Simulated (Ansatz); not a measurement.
Ansatz (a program for electronic structure) input (wB97X-V/def2-TZVP):

Ansatz 0.2 input:
```yaml
crystal:
  periodic: [false, false, false]
  atoms:
    - {symbol: Ga, position_ang: [-0.00000000, -0.00000000, -0.35303556]}
    - {symbol: O, position_ang: [0.00000000, 0.00000000, 1.36801278]}
basis:
  gaussian:
    orbitals: def2-TZVP
hamiltonian:
  xc: {name: wB97X-V}
magnetization: {spin_polarized: true, initial_magnetization: 1}
relax: {f_tol: 0.003, max_steps: 100}
```

End of the output:

```
integrals: 0.06 GiB planned
116 factors; integrals over basis functions are off by at most 2.0e-5 eV
mean field: 0.37 GiB planned
mean field -54418.58089251 eV, -1999.8459615607 hartree, gradient 2.0e-5 eV, S^2 0.765543; 0 other end points of the search recorded, 0 dependent functions left out
the calculation of the forces begins
reference -54418.58089140 eV, -1999.8459615199 hartree; 20, 19 occupied and 59, 60 virtual orbitals, 554 factors
relax step   3: F+E_penalty+E_count = -54418.58089251 eV  Δ(F+E_penalty+E_count) = -6.271e-4 eV  max|allowed force component| = 5.826e-3 eV/Å  Δτ_max = 0.0037 Å  (52 SCF iters, accepted)
these checks for a lower state are left out or cut short: starts, cluster_reference, orbital_swaps, neighbouring_geometries, increment
integrals: 0.02 GiB planned
554 factors; their error is unknown
integrals: 0.06 GiB planned
116 factors; integrals over basis functions are off by at most 2.0e-5 eV
mean field: 0.37 GiB planned
mean field -54418.58089319 eV, -1999.8459615859 hartree, gradient 2.4e-5 eV, S^2 0.765552; 0 other end points of the search recorded, 0 dependent functions left out
the calculation of the forces begins
reference -54418.58089208 eV, -1999.8459615451 hartree; 20, 19 occupied and 59, 60 virtual orbitals, 554 factors
relax step   4: F+E_penalty+E_count = -54418.58089319 eV  Δ(F+E_penalty+E_count) = -6.850e-7 eV  max|allowed force component| = 6.492e-5 eV/Å  Δτ_max = 0.0001 Å  (41 SCF iters, accepted)
integrals: 0.02 GiB planned
554 factors; their error is unknown
integrals: 0.06 GiB planned
116 factors; integrals over basis functions are off by at most 2.0e-5 eV
mean field: 0.37 GiB planned
mean field evaluation 64: about -54418.3212 eV, gradient 5.3e0 eV
mean field -54418.58089319 eV, -1999.8459615859 hartree, gradient 2.4e-5 eV, S^2 0.765552; 2 other end points of the search recorded, 0 dependent functions left out
the calculation of the forces begins
reference -54418.58089208 eV, -1999.8459615451 hartree; 20, 19 occupied and 59, 60 virtual orbitals, 554 factors
Total energy: -54418.58089208 eV, -1999.8459615451 hartree
Atom 0 at    -0.000000    -0.000000    -0.346928 Å, force    -0.000000    -0.000000     0.000065 eV/Å
Atom 1 at     0.000000     0.000000     1.361905 Å, force    -0.000000    -0.000000    -0.000065 eV/Å
Dipole moment:    -0.000000    -0.000000    -0.780669 e Å
```
